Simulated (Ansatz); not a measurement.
WO2, relaxed as a triplet with UKS PBE-D4/def2-TZVP in Ansatz, starting from the PBE-D4/def2-TZVP geometry of the neutral singlet. Force threshold 0.02 eV/Å.

In the def2 sets W takes a core potential; there is no spin–orbit coupling. At PBE-D4/def2-TZVP a singlet of charge 0 lies 0.22 eV below the triplet, each at its own geometry. The structure comes from a short search, and lower isomers may exist.

Start:

| atom | x (Å) | y (Å) | z (Å) |
| --- | --- | --- | --- |
| W1 | -0.4380 | -0.0842 | -0.5374 |
| O2 | -0.1491 | -1.1445 | 0.7545 |
| O3 | 0.5870 | 1.2286 | -0.2171 |

Question: Estimate the energy that the relaxation releases and the steps that it takes.

Answer: 2.6 kcal/mol, in 3 steps; 4.1 s on 4 threads of Arm Neoverse V1 on a shared host. No frequencies were taken in this run, so the end may be a saddle point.

Question: Does the start keep its bonding and symmetry?

Answer: By distances, no bond broke or formed. The bond that changes most is W1–O3, from 1.70 to 1.72 Å (atoms count from 1). Point group C2v at the start, C2v at the end, both within 0.05 Å.

Question: Predict the relaxed structure.

Answer: 
```tsv
atom	x (Å)	y (Å)	z (Å)
W1	-0.402	-0.077	-0.494
O2	-0.193	-1.231	0.767
O3	0.595	1.308	-0.273
```
Bond lengths: 2 × O–W 1.72 Å.
